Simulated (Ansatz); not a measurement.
Reaction (cleavage of the Si–Si bond): `[OH][GeH2][SiH2][SiH3]` + `CO[SiH](O)F` → `CO[SiH](F)O[SiH3]` + `[OH][GeH2][SiH3]`

Program: Ansatz. Geometries: PBE0-D4/def2-TZVP. ΔE: electronic, gas phase. CCSD(T)/CBS is the MP2 limit (def2-TZVPP, def2-QZVPP) plus CCSD(T) − MP2 in def2-TZVPP, frozen cores. Functionals use def2-TZVPP. B3LYP here is the variant with VWN-RPA as its local correlation; programs differ in this. For Ge outer-core shells are correlated without core-valence functions, which leaves a few kJ/mol of doubt a bond. Scalar relativity is left out up to krypton. One conformer a species, not always the lowest.

```json
{"level": "PBE-D4", "ΔE (kJ/mol)": "-68.1", "difference from CCSD(T)/CBS": "26.9"}
{"level": "B3LYP-D4", "ΔE (kJ/mol)": "-96.4", "difference from CCSD(T)/CBS": "-1.4"}
{"level": "ωB97X-V", "ΔE (kJ/mol)": "-93.7", "difference from CCSD(T)/CBS": "1.3"}
{"level": "ωB97M-V", "ΔE (kJ/mol)": "-97.2", "difference from CCSD(T)/CBS": "-2.2"}
{"level": "B2PLYP", "ΔE (kJ/mol)": "-100.9", "difference from CCSD(T)/CBS": "-5.9"}
{"level": "r2SCAN", "ΔE (kJ/mol)": "-87.6", "difference from CCSD(T)/CBS": "7.4"}
{"level": "B3LYP", "ΔE (kJ/mol)": "-98.3", "difference from CCSD(T)/CBS": "-3.3"}
{"level": "HF/def2-TZVPP", "ΔE (kJ/mol)": "-126.5", "difference from CCSD(T)/CBS": "-31.5"}
{"level": "MP2/def2-TZVPP", "ΔE (kJ/mol)": "-100.5", "difference from CCSD(T)/CBS": "-5.5"}
{"level": "SCS-MP2/def2-TZVPP", "ΔE (kJ/mol)": "-107.4", "difference from CCSD(T)/CBS": "-12.4"}
{"level": "CCSD/def2-TZVPP", "ΔE (kJ/mol)": "-99.7", "difference from CCSD(T)/CBS": "-4.7"}
{"level": "CCSD(T)/def2-TZVPP", "ΔE (kJ/mol)": "-95.1", "difference from CCSD(T)/CBS": "-0.1"}
{"level": "HF/def2-QZVPP", "ΔE (kJ/mol)": "-129.6", "difference from CCSD(T)/CBS": "-34.6"}
{"level": "MP2/def2-QZVPP", "ΔE (kJ/mol)": "-101.5", "difference from CCSD(T)/CBS": "-6.5"}
{"level": "SCS-MP2/def2-QZVPP", "ΔE (kJ/mol)": "-108.3", "difference from CCSD(T)/CBS": "-13.3"}
{"level": "CCSD/CBS(def2)", "ΔE (kJ/mol)": "-99.6", "difference from CCSD(T)/CBS": "-4.6"}
{"level": "CCSD(T)/CBS", "ΔE (kJ/mol)": "-95.0", "difference from CCSD(T)/CBS": "0"}
```

Largest T1 diagnostic among the species: 0.013.

From PBE to PBE0 (25 % exact exchange), in def2-TZVPP and without D4, ΔE moves by −8.4 kJ/mol. In def2-TZVPP, CCSD(T) changes the Hartree–Fock value by +31.3 kJ/mol (the triples alone add +4.6 kJ/mol) and MP2 by +26.0 kJ/mol.
